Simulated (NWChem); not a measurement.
# Ge2H3F3; SMILES [GeH3][Ge]([F])([F])[F]

All runs: NWChem. All runs use the structure optimised with PBE0/def2-SVP. Ions are spin-unrestricted doublets at the neutral geometry; other ion states weren't tried.

For level B3LYP/def2-SVP:

−ε(HOMO) (eV): 9.26

Q: What are these values for level r2SCAN/def2-SVP?

A: 
| Property | Value |
|---|---|
| −ε(HOMO) (eV) | 8.54 |
